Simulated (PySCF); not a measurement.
# One change at a time: excitation energies

Method: TDDFT B3LYP/def2-SVPD, vertical, gas phase, core orbitals frozen in the response (PySCF 2.14.0, density-fitted response routines). Geometries: GFN2-xTB; one conformer of each isolated species. Triplets are in the Tamm–Dancoff approximation. 'Strongest' means the level of largest summed f among the lowest 8 singlets; it needn't be the same kind of state in each.

Parent: `P#CC1=CC=CN=C1`, with lowest singlet excitation energy 3.73 eV, energy of the strongest computed level 4.01 eV, oscillator strength of the strongest level 0.18, mean static polarisability 108.4 au. Its spectrum: 3.73 eV (f 0.000); 4.01 eV (f 0.184); 4.03 eV (f 0.000); 4.32 eV (f 0.000); 4.74 eV (f 0.015).

How do these changes move the values? 3-pyridyl replaced by 3-furyl (`P#Cc1ccoc1`); 3-pyridyl replaced by CF2CH3 (`CC(F)(F)C#P`); 3-pyridyl replaced by 2-furyl (`P#Cc1ccco1`); 3-pyridyl replaced by propenyl (`C/C=C/C#P`); 3-pyridyl replaced by H (`C#P`); 3-pyridyl replaced by propargyl (`C#CCC#P`).

```tsv
change	SMILES	Δ S1 (eV)	Δ strongest (eV)	Δ f (strongest)	Δ α (au)
3-pyridyl replaced by 3-furyl	P#Cc1ccoc1	+0.08	+0.15	-0.08	-18.9
3-pyridyl replaced by CF2CH3	CC(F)(F)C#P	+0.57	+3.44	+0.48	-46.2
3-pyridyl replaced by 2-furyl	P#Cc1ccco1	-0.35	+1.65	+0.12	-12.4
3-pyridyl replaced by propenyl	C/C=C/C#P	+0.13	+2.09	+0.70	-25.9
3-pyridyl replaced by H	C#P	+0.77	+3.84	+0.31	-74.8
3-pyridyl replaced by propargyl	C#CCC#P	+0.66	+1.72	-0.13	-39.1
```

S1 falls most with 3-pyridyl replaced by 2-furyl (-0.35 eV), and it rises most with 3-pyridyl replaced by H (+0.77 eV). S1 is simply the lowest singlet of each species and needn't be the same kind of state throughout. Over these 6 changes the shifts of S1 and of the HOMO–LUMO gap correlate with r = 0.97.
